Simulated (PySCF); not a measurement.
PySCF input for H2O3P, SMILES [P](=O)(O)O, multiplicity 2, PBE0/pcH-1. Geometry: PBE-D3(BJ)/def2-SVP. The isomer is the one that the SMILES or the coordinates give; other isomers of the formula were not compared. The values are those of a single conformer.

```python
import numpy as np
from pyscf import gto, scf, dft
from pyscf.prop.hfc import uks as hfc
from pyscf.prop.gtensor import uks as gtensor

mol = gto.M(
    atom='''
    O     1.49700719   -0.06119756    0.51602576
    P     0.22198856   -0.00715068   -0.28850830
    O    -0.94779026   -1.15207828    0.05570232
    O    -0.69332507    1.33743980   -0.00870644
    H    -0.54893279   -2.04607761    0.06513387
    H    -1.62803049    1.16002618   -0.24168261
    ''',
    basis='pcH-1',
    charge=0,
    spin=1,
    max_memory=1600,
    verbose=3,
)
mf = dft.UKS(mol, xc='pbe0')
mf.grids.level = 3
mf.conv_tol = 1e-10
mf.max_cycle = 100
mf.kernel()
fine, coarse = mf.grids, dft.Grids(mol).set(level=1).build(with_non0tab=True)
for _ in range(3):  # follow internal instabilities
    mf.grids = coarse
    mo, _, stable, _ = mf.stability(return_status=True, nroots=4)
    mf.grids = fine
    if stable:
        break
    mf.kernel(mf.make_rdm1(mo, mf.mo_occ))
A = hfc.HFC(mf).make_fcdip(mf.make_rdm1())  # Fermi contact and dipolar terms, MHz
print('atom   A(iso)/MHz   principal dipolar parts/MHz')
for i, a in enumerate(A):
    w = np.linalg.eigvalsh((a + a.T) / 2)
    print(f'{mol.atom_symbol(i):2s}{i + 1:3d} {w.mean():12.2f}', (w - w.mean()).round(2))
gt = gtensor.GTensor(mf)
gt.dia_soc2e, gt.para_soc2e, gt.so_eff_charge = None, None, True
gt.max_cycle_cphf = 60
g = gt.kernel()
```

Output:

```

WARN: HOMO -0.237866080139085 >= LUMO -0.237866080139099

converged SCF energy = -567.878168850633  <S^2> = 0.75460505  2S+1 = 2.0045998
<class 'pyscf.dft.uks.UKS'> wavefunction is stable in the internal stability analysis
atom   A(iso)/MHz   principal dipolar parts/MHz
O   1       -12.88 [-94.65  46.56  48.09]
P   2      1790.88 [-159.06 -138.27  297.33]
O   3       -39.93 [-44.75  21.78  22.97]
O   4       -42.36 [-42.56  20.63  21.93]
H   5       -10.56 [-11.53  -3.93  15.46]
H   6        -8.14 [-11.04  -3.02  14.06]
SOC(1e)/OZ [-0.00139411  0.00292117 -0.00012973]
free electron g 2.00231930436182
g-tensor total [2.00068089 2.00510276 2.0021067 ]
g-shift (ppt) [-1.63841354  2.78345658 -0.21260526]
```

Self-consistency was reached.

Cost: very roughly 50 core-seconds.
